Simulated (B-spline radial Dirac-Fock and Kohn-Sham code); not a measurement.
# Dipole and non-dipole photoemission parameters of Bi 3d5/2

System: the Bi atom in the configuration 1s2 2s2 2p6 3s2 3p6 3d10 4s2 4p6 4d10 4f14 5s2 5p6 5d10 6s2 6p3; threshold 2580.0 eV (tabulated edge). Calculated with a B-spline atomic structure program, using Dirac-Hartree-Slater photoionisation with a Latter tail; cross sections with all multipoles, angular parameters from the dipole term and its interference with E2.

The run's input, task.json:

```json
{"items": [{
  "Z": 83,
  "q": 0,
  "cfg": [[1, 0, 2], [2, 0, 2], [2, 1, 6], [3, 0, 2], [3, 1, 6], [3, 2, 10], [4, 0, 2], [4, 1, 6], [4, 2, 10], [4, 3, 14], [5, 0, 2], [5, 1, 6], [5, 2, 10], [6, 0, 2], [6, 1, 3]],
  "A": 209,
  "rrms": 5.5211,
  "do": "xps",
  "hv": [60.5, 63.5, 65.1, 77.3, 80, 140.0, 143.0, 157.0, 185.0, 200, 300, 325.0, 386.0, 396.0, 399.0, 435.0, 600, 798.0, 982.0, 1250.0, 1486.9, 2000, 2140.0, 2950.0, 3790.0, 5414.7, 7440.0, 7470.0, 12000, 13700.0],
  "edges": {"K": 90526.0, "L1": 16388.0, "L2": 15711.0, "L3": 13419.0, "M1": 3999.0, "M2": 3696.0, "M3": 3177.0, "M4": 2688.0, "M5": 2580.0, "N1": 939.0, "N2": 805.2, "N3": 678.8, "N4": 464.0, "N5": 440.1, "N6": 162.3, "N7": 157.0, "O1": 159.3, "O2": 119.0, "O3": 92.6}
}]}
```

Run with: `python xray2_run.py task.json out`

| hν (eV) | σ (kb) | β | γ | δ |
| --- | --- | --- | --- | --- |
| 2950 | 313 | 0.658 | -0.216 | -0.028 |
| 3790 | 159 | 1.067 | -0.180 | 0.024 |
| 5414.7 | ? | ? | ? | ? |
| 7440 | 20.9 | 1.222 | 0.793 | 0.124 |
| 7470 | 20.6 | 1.222 | 0.799 | 0.125 |
| 12000 | 4.30 | 1.102 | 1.542 | 0.211 |
| 13700 | 2.72 | 1.055 | 1.742 | 0.242 |

Question: Give the values at Cr Kα (5414.7 eV).

Answer: σ = 56.1 kb, β = 1.227, γ = 0.290, δ = 0.080.
